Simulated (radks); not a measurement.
Values are calculated unless marked as measured or tabulated.
Species: He+. Configuration: 4s1 (not the ground configuration).

Code: a radial shooting solver on a logarithmic mesh with Libxc functionals. Model: non-relativistic Kohn-Sham, PBE, spin-polarised, spherical densities, point nucleus; open shells are filled with parallel spins first.

Energy parts (hartree):
part                    energy
total                 -0.13619
kinetic                0.13471
electron-nucleus      -0.25898
Hartree                0.03928
exchange-correlation  -0.05120

Orbitals (lengths in bohr, moments of r in powers of bohr; r(max) is where P^2 peaks):
| orbital | occ. | eigenvalue (hartree) | <r^4> | <1/r> | r(max) |
|---|---|---|---|---|---|
| 4s up | 1 | -0.11141 | 27770 | 0.1295 | 11.98 |

The highest occupied level is 4s up at -3.032 eV. Summed over all electrons, <r^2> = 144.9 bohr^2, which gives a Langevin (diamagnetic) susceptibility term of -115 x 10^-6 cm^3/mol. Virial ratio -V/T = 2.01103. The spin density at the nucleus is 0.04291 e/bohr^3 (4s 0.04291), a Fermi contact field of 2.25 T. Spin moment in Bohr magnetons: 1. The electron density at the nucleus is 0.04291 e/bohr^3. The density falls to 0.001 e/bohr^3 at r = 0.64 bohr.
